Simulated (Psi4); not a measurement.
AlBr3 (SMILES [Br][Al]([Br])[Br]), singlet, geometry from GFN2-xTB (such geometries of metal compounds can be far from the true shape), with bond 2-1 at 1.6 times its length; BLYP/pcseg-1 run with Psi4 1.11.

Input for Psi4:
```
memory 2 GB

molecule mol {
0 1
Al   -0.000000   -0.000000    0.000000
Br   -2.878520   -2.142241   -0.167178
Br   -0.015451    1.984855   -1.048978
Br    1.814526   -0.645954    1.153464
}

set {
  basis pcseg-1
  reference rks
  dft_nuclear_scheme becke
}

energy('blyp')
print_variables()
```

It wrote (shortened):

```
   => Loading Basis Set <=

    Name: PCSEG-1
    Role: ORBITAL
    Keyword: BASIS

         ---------------------------------------------------------
                                   SCF
               by Justin Turney, Rob Parrish, Andy Simmonett
                          and Daniel G. A. Smith
                              RKS Reference
         ---------------------------------------------------------

  ==> Geometry <==

    Molecular point group: c1
    Full point group: C1

    Geometry (in Angstrom), charge = 0, multiplicity = 1:

       Center              X                  Y                   Z               Mass
    ------------   -----------------  -----------------  -----------------  -----------------
         AL           0.323004166472     0.240384796904     0.018759433973    26.981538530000
         BR          -2.555515833528    -1.901856203096    -0.148418566027    78.918337600000
         BR           0.307553166472     2.225239796904    -1.030218566027    78.918337600000
         BR           2.137530166472    -0.405569203096     1.172223433973    78.918337600000

  Running in c1 symmetry.

  Rotational constants: A =      0.02825  B =      0.01436  C =      0.00952 [cm^-1]
  Rotational constants: A =    847.02596  B =    430.35884  C =    285.36828 [MHz]
  Nuclear repulsion =  702.454404906260947

  Charge       = 0
  Multiplicity = 1
  Electrons    = 118
  Nalpha       = 59
  Nbeta        = 59

  ==> Algorithm <==

  SCF Algorithm Type is DF.
  DIIS enabled.
  MOM disabled.
  Fractional occupation disabled.
  Guess Type is SAD.
  Energy threshold   = 1.00e-06
  Density threshold  = 1.00e-06
  Integral threshold = 1.00e-12

  ==> Primary Basis <==

  Basis Set: PCSEG-1
    Blend: PCSEG-1
    Number of shells: 41
    Number of basis functions: 99
    Number of Cartesian functions: 106
    Spherical Harmonics?: true
    Max angular momentum: 2

  ==> DFT Potential <==

   => LibXC <=

    Version 7.1.2
    S. Lehtola, C. Steigemann, M. J. T. Oliveira, and M. A. L. Marques,  SoftwareX 7, 1–5 (2018) (10.1016/j.softx.2017.11.002)

   => Composite Functional: BLYP <=

    BLYP GGA Exchange-Correlation Functional

    P.J. Stephens et. al., J. Phys. Chem., 98, 11623-11627, 1994
    B. Miehlich et. al., Chem. Phys. Lett., 157(3), 200-206 1989

    Deriv               =              1
    GGA                 =           TRUE
    Meta                =          FALSE

    Exchange Hybrid     =          FALSE
    MP2 Hybrid          =          FALSE

   => Exchange Functionals <=

    1.0000     XC_GGA_X_B88

   => Correlation Functionals <=

    1.0000     XC_GGA_C_LYP

   => LibXC Density Thresholds  <==

    XC_GGA_C_LYP:  1.00E-14
    XC_GGA_X_B88:  1.00E-15

   => Molecular Quadrature <=

    Radial Scheme          =       TREUTLER
    Pruning Scheme         =           NONE
    Nuclear Scheme         =          BECKE

    Blocking Scheme        =         OCTREE
    BS radius alpha        =              1
    Pruning alpha          =              1
    Radial Points          =             75
    Spherical Points       =            302
    Total Points           =          86343
    Total Blocks           =            761
    Max Points             =            256
    Max Functions          =             78
    Weights Tolerance      =       1.00E-15

   => Loading Basis Set <=

    Name: (PCSEG-1 AUX)
    Role: JKFIT
    Keyword: DF_BASIS_SCF

  ==> Integral Setup <==

  SCF_SUBTYPE=INCORE selected. In-core MEM_DF algorithm will be used.
  Using in-core AOs.

  ==> MemDFJK: Density-Fitted J/K Matrices <==

    J tasked:                   Yes
    K tasked:                    No
    wK tasked:                   No
    Algorithm:                 Core
    Schwarz Cutoff:           1E-12
    Mask sparsity (%):      17.9165
    Fitting Condition:        1E-10

   => Auxiliary Basis Set <=

  Basis Set: (PCSEG-1 AUX)
    Blend: DEF2-UNIVERSAL-JKFIT
    Number of shells: 218
    Number of basis functions: 926
    Number of Cartesian functions: 1268
    Spherical Harmonics?: true
    Max angular momentum: 5

  Minimum eigenvalue in the overlap matrix is 2.9353467630E-02.
  Reciprocal condition number of the overlap matrix is 8.9438391515E-03.
    Using symmetric orthogonalization.

  ==> Pre-Iterations <==

  SCF Guess: Superposition of Atomic Densities via on-the-fly atomic UHF (no occupation information).

   -------------------------
    Irrep   Nso     Nmo
   -------------------------
     A         99      99
   -------------------------
    Total      99      99
   -------------------------

  ==> Iterations <==

                           Total Energy        Delta E     RMS |[F,P]|

   @DF-RKS iter SAD: -7960.02692700492844   -7.96003e+03   0.00000e+00
   @DF-RKS iter   1: -7963.58329518125993   -3.55637e+00   1.16850e-02 DIIS/ADIIS
   @DF-RKS iter   2: -7957.85538422062746    5.72791e+00   1.89284e-02 DIIS/ADIIS
   @DF-RKS iter   3: -7963.75138377114399   -5.89600e+00   7.55988e-03 DIIS/ADIIS
   @DF-RKS iter   4: -7964.18603160337170   -4.34648e-01   1.60384e-03 DIIS/ADIIS
   @DF-RKS iter   5: -7963.60980535348153    5.76226e-01   5.11938e-03 DIIS/ADIIS
   @DF-RKS iter   6: -7964.21285000541957   -6.03045e-01   9.93601e-04 DIIS/ADIIS
   @DF-RKS iter   7: -7964.21844742274789   -5.59742e-03   6.08898e-04 DIIS/ADIIS
   @DF-RKS iter   8: -7964.22263754397682   -4.19012e-03   1.86360e-04 DIIS/ADIIS
   @DF-RKS iter   9: -7964.22299683239271   -3.59288e-04   5.91338e-05 DIIS
   @DF-RKS iter  10: -7964.22302918071910   -3.23483e-05   1.56906e-05 DIIS
   @DF-RKS iter  11: -7964.22303181938878   -2.63867e-06   5.66030e-06 DIIS
   @DF-RKS iter  12: -7964.22303223361450   -4.14226e-07   3.02701e-07 DIIS
  Energy and wave function converged.

  ==> Post-Iterations <==

   Electrons on quadrature grid:
      Ntotal   =  118.0000048461 ; deviation = 4.846e-06

    Orbital Energies [Eh]
    ---------------------

    Doubly Occupied:

[...]
    Virtual:

[...]
      99A      1.037608

    Final Occupation by Irrep:
              A
    DOCC [    59 ]
    NA   [    59 ]
    NB   [    59 ]

  @DF-RKS Final Energy: -7964.22303223361450

   => Energetics <=

    Nuclear Repulsion Energy =            702.4544049062609474
    One-Electron Energy =              -12484.4832961814208829
    Two-Electron Energy =                4110.4603464047577290
    DFT Exchange-Correlation Energy =    -292.6544873632115582
    Empirical Dispersion Energy =           0.0000000000000000
    VV10 Nonlocal Energy =                  0.0000000000000000
    Total Energy =                      -7964.2230322336145036

Computation Completed

Properties will be evaluated at   0.000000,   0.000000,   0.000000 [a0]

Properties computed using the SCF density matrix

 Multipole Moments:

 ------------------------------------------------------------------------------------
     Multipole            Electronic (a.u.)      Nuclear  (a.u.)        Total (a.u.)
 ------------------------------------------------------------------------------------

 L = 1.  Multiply by 2.5417464519 to convert [e a0] to [Debye]
 Dipole X            :          0.8087791            0.6310110            1.4397901
 Dipole Y            :          0.6019059            0.4696083            1.0715143
 Dipole Z            :          0.0469723            0.0366479            0.0836202
 Magnitude           :                                                    1.7967000

 ------------------------------------------------------------------------------------

  Variable Map:
  ----------------------------------------------------------------------------
[...]
  Array Variable Map:
  ----------------------------------------------------------------------------
[...]
[...]
```
